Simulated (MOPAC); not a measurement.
Input for MOPAC: PM7 on MoSe, 2S+1 = 5, a spin state set in the input, which need not be the lowest, a point of a bond scan (R = 2.417 Å).

```
PM7 1SCF PRECISE CHARGE=0 UHF MS=2 THREADS=1
MoSe

Mo     0.00000000 1     0.00000000 1     0.00000000 1
Se     0.00000000 1     0.00000000 1     2.41705400 1
```

The log:

```
*******************************************************************************
 **                                                                           **
 **                              MOPAC v23.2.5                                **
 **                                                                           **
 *******************************************************************************
 ** MOPAC's Digital Object Identifier: https://doi.org/10.5281/zenodo.6511958 **
 **                                                                           **
 ** Please cite the open-source release paper for use of this MOPAC version:  **
 ** J. E. Moussa and J. J. P. Stewart (2026)                                  **
 ** MOPAC: An open-source semiempirical molecular orbital program             **
 ** J. Open Source Softw., 11(119), 8025, https://doi.org/10.21105/joss.08025 **
 *******************************************************************************

                              PM7 CALCULATION RESULTS

 *******************************************************************************
 *  PM7        - The PM7 Hamiltonian to be used
 *  UHF        - UNRESTRICTED HARTREE-FOCK CALCULATION
 *
 *
 *
 *                 CHARGE ON SYSTEM = 0
 *
 *
 *
 *  MS=        - IN MECI, MAGNETIC COMPONENT OF SPIN =  2.0
 *  PRECISE    - TIGHTER CRITERIA TO BE USED
 *  1SCF       - DO 1 SCF AND THEN STOP
 *  THREADS=1  - MULTI-THREADING NOT USED
 *  T=         - A TIME OF 172800.0 SECONDS REQUESTED
 *  DUMP=N     - RESTART FILE WRITTEN EVERY 7200.0 SECONDS REQUESTED
 *******************************************************************************
PM7 1SCF PRECISE CHARGE=0 UHF MS=2 THREADS=1
 MoSe

   ATOM   CHEMICAL          X               Y               Z
  NUMBER   SYMBOL      (ANGSTROMS)     (ANGSTROMS)     (ANGSTROMS)

     1      Mo          0.00000000  *   0.00000000  *   0.00000000  *
     2      Se          0.00000000  *   0.00000000  *   2.41705400  *



          CARTESIAN COORDINATES

    NO.       ATOM           X           Y           Z

     1        Mo          0.0000      0.0000      0.0000
     2        Se          0.0000      0.0000      2.4171

 General Reference for PM7:
 "Optimization of Parameters for Semiempirical Methods VI: More Modifications to the
 NDDO Approximations and Re-optimization of Parameters", J. J. P. Stewart, J. Mol. Mod., 1:32, 19 (2013)
 https://link.springer.com/article/10.1007/s00894-012-1667-x

           Empirical Formula: Mo Se  =     2 atoms



      MOLECULAR POINT GROUP   :   C*v


          UHF CALCULATION, NO. OF ALPHA ELECTRONS =    8
                           NO. OF BETA  ELECTRONS =    4

 -------------------------------------------------------------------------------
 PM7 1SCF PRECISE CHARGE=0 UHF MS=2 THREADS=1
 MoSe



     1SCF WAS SPECIFIED, SO BFGS WAS NOT USED
     SCF FIELD WAS ACHIEVED


                              PM7 CALCULATION
                                                       MOPAC v23.2.5 Linux




          FINAL HEAT OF FORMATION =        171.72245 KCAL/MOL =     718.48672 KJ/MOL


          COSMO AREA              =        108.92 SQUARE ANGSTROMS
          COSMO VOLUME            =         99.94 CUBIC ANGSTROMS

          IONIZATION POTENTIAL    =          6.273368 EV
          ALPHA SOMO LUMO (EV)    =         -6.273 -1.364
          BETA  SOMO LUMO (EV)    =         -8.481  1.056
          NO. OF ALPHA ELECTRONS  =          8
          NO. OF BETA  ELECTRONS  =          4
          MOLECULAR WEIGHT        =        174.9000         POINT GROUP:  C*v

          MOLECULAR DIMENSIONS (Angstroms)

            Atom       Atom       Distance
           Se     2   Mo     1     2.41705
           Se     2   Mo     1     0.00000
           Mo     1   Se     2     0.00000


          SCF CALCULATIONS        =          1





   ATOM   CHEMICAL          X               Y               Z
  NUMBER   SYMBOL      (ANGSTROMS)     (ANGSTROMS)     (ANGSTROMS)

     1      Mo          0.00000000  *   0.00000000  *   0.00000000  *
     2      Se          0.00000000  *   0.00000000  *   2.41705400  *

                             CARTESIAN COORDINATES

   1   Mo        0.000000000     0.000000000     0.000000000
   2   Se        0.000000000     0.000000000     2.417054000


           Empirical Formula: Mo Se  =     2 atoms



      MOLECULAR POINT GROUP   :   C*v


          ALPHA EIGENVALUES
 -21.80645 -12.07624 -11.37343 -11.29240 -11.21035 -11.00419  -6.60376  -6.27337
  -1.36399   1.26137  86.88690  86.94775  87.77167


           BETA EIGENVALUES
 -22.27217  -8.83120  -8.66137  -8.48092   1.05562   1.32797   1.59945   1.83673
   1.85146   3.13944  89.83938  91.44189  91.63762


              NET ATOMIC CHARGES AND DIPOLE CONTRIBUTIONS

  ATOM NO.   TYPE          CHARGE      No. of ELECS.   s-Pop       p-Pop       d-Pop
    1         Mo           0.416824        5.5832     0.29596     0.00036     5.28685
    2         Se          -0.416824        6.4168     1.96850     4.44832
 DIPOLE           X         Y         Z       TOTAL
 POINT-CHG.     0.000     0.000    -4.839     4.839
 HYBRID         0.000    -0.000    -0.574     0.574
 SUM            0.000    -0.000    -5.413     5.413


          ATOMIC ORBITAL ELECTRON POPULATIONS

     Atom    s        px        py        pz      x^2-y^2     xz        z^2       yz        xy
    1 Mo   0.29596   0.00001   0.00000   0.00035   0.99992   1.19125   1.10493   0.99075   1.00000
    2 Se   1.96850   1.80874   1.00925   1.63034


                    (SZ)    =    2.000000
                    (S**2)  =    6.351196


          ATOMIC ORBITAL SPIN POPULATIONS

    Atom   Total    s     px     py     pz   x^2-y^2  xz     z^2    yz     xy
         Atomic
    1 Mo  4.1864  0.289  0.000 -0.000  0.000  1.000  0.809  0.498  0.591  1.000
    2 Se -0.1864  0.011  0.191 -0.591  0.203

 **********************
 *                    *
 * JOB ENDED NORMALLY *
 *                    *
 **********************




 == MOPAC DONE ==
```

The run finished. Its determinant has ⟨S²⟩ = 6.35, a mixture of spin states.

Cost: very roughly 0.03 core-seconds.
